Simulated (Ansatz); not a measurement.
System: sum formula H₅SiNO₃, net charge 0, singlet state. 
Structure (B3LYP-D3(BJ)/def2-TZVP (Ansatz, a program for electronic structure) minimum search):
```xyz
10

N     -0.1832    -0.0680    -1.6785
Si    -0.0106    -0.0090     0.0175
O     -1.1223    -0.9063     0.8086
O     -0.2249     1.5439     0.5139
O      1.4594    -0.6274     0.4180
H     -0.9703     0.3911    -2.1107
H      0.0460    -0.9191    -2.1686
H     -1.0865    -0.9209     1.7683
H      0.3112     2.2244     0.1009
H      2.2339    -0.2542    -0.0086
```

Quantity: atomisation energy (electronic, to ground-state atoms), in eV. Correlated levels leave the core frozen unless marked. Open shells are spin-unrestricted. No spin-orbit coupling. No relativistic terms. The coupled-cluster limit lacks core correlation, which all-electron functionals hold. Basis-set limits of correlation are two-point, X^-3; Hartree-Fock from the larger set.

```
level                                         program  atomisation energy (eV)  minus last row
--------------------------------------------  -------  -----------------------  --------------
HF/cc-pV(T+d)Z                                 Ansatz                    28.26          -13.31
BLYP/def2-TZVPD                                Ansatz                    40.70           -0.87
SCS-MP2/6-31G*                                 Ansatz                    36.54           -5.03
SCS-MP2/cc-pV(D+d)Z                            Ansatz                    37.20           -4.37
CCSD/6-31G*                                    Ansatz                    35.57           -6.00
CCSD(T)/STO-3G                                 Ansatz                    30.49          -11.08
CCSD(T)/CBS(aug-cc-pV(T+d)Z,aug-cc-pV(Q+d)Z)   Ansatz                    41.57            0.00
```
